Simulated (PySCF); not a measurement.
Isomers of C5H11B, one conformer each; single-point electronic energies without zero-point terms and without any empirical dispersion term.

All values: wB97X-D/def2-SVPD (PySCF, non-relativistic), each on one gas-phase PBE0-D3(BJ)/def2-SVP geometry that isn't relaxed in the solvent. The solvent is an IEF-PCM continuum (Bondi radii, 1.10 Å for H, scaled by 1.2). Specific hydrogen bonds and non-electrostatic terms are outside this model.

| isomer | relative energy, gas (kJ/mol) | dipole (D) |
| --- | --- | --- |
| `B1CCC[C@@H]1C` | 0.0 | 0.38 |
| `BC1CCCC1` | 53.9 | 0.72 |

**Question.** How do the relative energies look in chloroform (ε = 4.711)?

**Answer.** 
```
         isomer  relative energy, solvent (kJ/mol)  E(solvent) − E(gas) (kJ/mol)  dipole in solvent (D)
`B1CCC[C@@H]1C`                                0.0                          -2.8                   0.46
     `BC1CCCC1`                               53.7                          -3.0                   0.84
```

The order is unchanged. Conformers: `[CH3:1][C@@H:2]1[BH:3][CH2:4][CH2:5][CH2:6]1` with C1–C2–B3–C4 -147°, C2–B3–C4–C5 -10°, B3–C4–C5–C6 29°, C4–C5–C6–C2 -38°; `[BH2:1][CH:2]1[CH2:3][CH2:4][CH2:5][CH2:6]1` with H–B1–C2–C3 -27° and 159°, B1–C2–C3–C4 -174°, C2–C3–C4–C5 17°, C3–C4–C5–C6 7°, C4–C5–C6–C2 -29°. `BC1CCCC1` gains most from the continuum, and it has the largest gas-phase dipole. The gains span 0.2 kJ/mol, the gas-phase energies 53.9 kJ/mol.
